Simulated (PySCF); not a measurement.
Gas-phase reaction: 6 GeH₃Cl ⇌ 2 Ge₃H₈ + 3 Cl₂ + 2 H

Method: PySCF energies plus ideal-gas RRHO corrections (1 bar). † marks an energy on the PBE0/def2-TZVP geometry and frequencies; other levels use their own. Open shells (unrestricted): H (multiplicity 2); the rest are closed-shell singlets. B3LYP is the form with VWN-RPA correlation. Ge: all electrons, no relativistic terms. The harmonic model lacks anharmonicity and excited electronic states, which grow with temperature; levels with a mode under 35 cm⁻¹ are left out. Internal rotation in Ge₃H₈ is treated as a harmonic vibration of one conformer, which makes the entropy rough.

| level | ΔE electronic, kJ | ΔH°(298 K), kJ | ΔS°(298 K), J/K | ΔG°(1800 K), kJ |
|---|---|---|---|---|
| B3LYP/def2-TZVP† | 1271 | 1238 | 88 | 995 |
| BLYP/def2-TZVP† | 1224 | 1191 | 88 | 948 |
| PBE/def2-SVP | 1229 | 1198 | 94 | 943 |
| PBE0/def2-SVP† | 1290 | 1258 | 88 | 1015 |
| PBE0/def2-TZVP | 1242 | 1209 | 88 | 966 |
ΔH° is lowest at BLYP/def2-TZVP† and highest at PBE0/def2-SVP†. No reference value is set beside these.
